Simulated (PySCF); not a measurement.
# Unknown compound

An unknown has the formula C6H7NO. Its calculated NMR data are:

¹H NMR (300 MHz, computed): δ 8.87 (d, 1H), 7.97 (m, 1H), 7.37 (m, 1H), 7.34 (d, 1H), 5.22 (s, 2H), 4.38 (br s, 1H).

¹³C{¹H} NMR (computed): δ 166.4 (C), 154.0 (CH), 142.5 (CH), 126.5 (CH), 125.6 (CH), 67.0 (CH2).

One averaged value for each set of equivalent atoms, no solvent model, one computed conformer, no relativistic terms. GFN2-xTB geometry; PBE0/pcSseg-1 with gauge-including orbitals; PySCF.

Chemical shifts δ = σref − σ; TMS for ¹H, ¹³C, all at this level.

Question: Choose the structure that fits.
A. Cc1cc(O)ccn1
B. OCc1ccccn1
C. CC(=O)c1cc[nH]c1
D. CO[C@@]1(C#N)C=CC1

Answer: B. 

1. Rings plus π bonds: 4 (1 ring in the answer).
2. 6 carbon signals for 6 carbons: no two carbons are equivalent.
3. Carbon types of the structure: 1 × C, 4 × CH, 1 × CH2, leaving 1 H on heteroatoms.
4. δC 166.4: substituted aromatic carbon next to a ring nitrogen.
5. δC 154.0: aromatic CH next to a ring nitrogen; the adjacent pyridine-type nitrogen withdraws density from it.
6. δC 142.5, 126.5, 125.6: aromatic CH.
7. δC 67.0: sp3 CH2 bonded to O, on an aromatic ring; deshielded by the electronegative neighbour.
8. δH 8.87: hydrogen on an aromatic CH next to a ring nitrogen; ring current plus the neighbouring ring nitrogen.

The others: Cc1cc(O)ccn1 would give 4 signals for carbon-bound and other non-exchanging H, not 5; CC(=O)c1cc[nH]c1 would give 4 signals for carbon-bound and other non-exchanging H, not 5; CO[C@@]1(C#N)C=CC1 has carbons computed at 152.7, 145.3, 122.4, 72.9, 56.4, 47.5, with a different DEPT pattern.

OH and NH positions are those of a molecule without intermolecular hydrogen bonds; in solution they move with solvent, concentration and temperature, and exchange usually removes their couplings. Shifts are as computed. Against solution values, carbons near 30 ppm lie about +3 ppm off and those near 130 ppm about +5 ppm. Of 1211 compounds with measured shifts, 218 miss one by over three times the rms of a fit or turn the order of signals round; such compounds aren't used in these exercises. No couplings were computed; multiplicities are counted from neighbouring protons, with m where these are inequivalent, close in shift, in a saturated or five-membered ring or joined by F or P, and br s for small geminal =CH2 splittings.
